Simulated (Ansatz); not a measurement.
FH$_{4}$N$_{2}$Si, SMILES `N[Si](N)F` radical at its PBE0-D4/def2-TZVP geometry, where that method's forces vanish. The species carries charge 0 and has multiplicity 2.

```xyz
8

N     0.9565   -0.7608   -0.6266
Si   -0.6195   -0.1213   -0.4327
N    -0.6918    0.5272    1.1379
F    -0.7439    0.9391   -1.6398
H     1.3171   -0.9101   -1.5560
H     1.2806   -1.4689    0.0129
H    -1.5690    0.7241    1.5880
H     0.0700    1.0706    1.5162
```

What forces (eV/Å) does PBE-D4/def2-TZVPP give on these atoms in Ansatz 0.2.0? (Best estimate.)

The calculation gave: 
```
N1   0.167  0.159  0.081
Si2 -0.377 -0.411  0.136
N3   0.039 -0.124  0.078
F4  -0.055  0.427 -0.507
H5   0.134 -0.068 -0.313
H6   0.120 -0.258  0.204
H7  -0.295  0.069  0.161
H8   0.267  0.207  0.160
```
